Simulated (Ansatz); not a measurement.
Relaxation of C5H10Sn (16 atoms, charge 0, multiplicity 1), to a largest force component of 0.02 eV/Å in at most 50 steps.

These are results of RHF/def2-SVP in Ansatz, not measurements.

```xyz
16
Properties=species:S:1:pos:R:3
C 1.009 -2.652 1.108
C 1.217 -1.340 0.968
C 1.444 -0.066 0.826
Sn 0.187 1.188 -0.194
C -0.110 0.452 -2.213
C -1.786 1.117 0.797
H 1.679 -3.249 1.625
H 0.091 -2.999 0.669
H 2.387 0.366 1.299
H 0.710 2.825 -0.187
H -0.492 -0.586 -2.151
H -0.820 1.106 -2.720
H 0.820 0.520 -2.728
H -2.537 1.751 0.271
H -2.152 0.039 0.817
H -1.669 1.504 1.858
```

**Question.** Where does it end, and by what steps?

**Answer.** The forces met the threshold. The force dipped under the threshold on the way, but the program's further checks kept it going. After 49 steps the energy has fallen by 2.856 eV; H7 moved furthest, 1.70 Å.

```csv
step,energy less start (eV),largest force component (eV/Å),accepted
0,0.0000,2.622,yes
2,-1.4653,1.880,yes
4,-2.4537,1.307,yes
6,-2.7125,0.773,yes
8,-2.7629,0.574,no
10,-2.8420,0.067,yes
12,-2.8458,0.026,yes
14,-2.8446,0.130,no
16,-2.8476,0.064,yes
18,-2.8484,0.098,yes
20,-2.8485,0.161,no
22,-2.8497,0.043,yes
24,-2.8514,0.115,yes
26,-2.8528,0.096,yes
28,-2.8523,0.130,no
30,-2.8540,0.184,yes
32,-2.8547,0.081,yes
34,-2.8546,0.134,no
36,-2.8553,0.056,yes
38,-2.8556,0.039,yes
40,-2.8558,0.051,yes
42,-2.8560,0.042,yes
44,-2.8550,0.105,no
46,-2.8561,0.011,yes
48,-2.8562,0.027,yes
49,-2.8562,0.016,yes
```

```xyz
16
Properties=species:S:1:pos:R:3
C 1.554 -2.675 0.644
C 1.299 -1.438 0.970
C 1.032 -0.202 1.264
Sn 0.021 1.119 -0.117
C -0.219 0.102 -2.006
C -1.891 1.682 0.724
H 2.487 -2.945 0.164
H 0.842 -3.464 0.856
H 1.327 0.162 2.245
H 0.993 2.525 -0.306
H -0.806 -0.807 -1.873
H -0.731 0.748 -2.721
H 0.753 -0.172 -2.417
H -2.413 2.372 0.059
H -2.515 0.798 0.868
H -1.757 2.171 1.690
```

Whether the end is a true minimum wasn't checked by a vibrational analysis.

The run took 110 s on 2 threads of Intel(R) Xeon(R) 6975P-C (Granite Rapids), with other jobs on the host, peak memory 0.45 GiB.
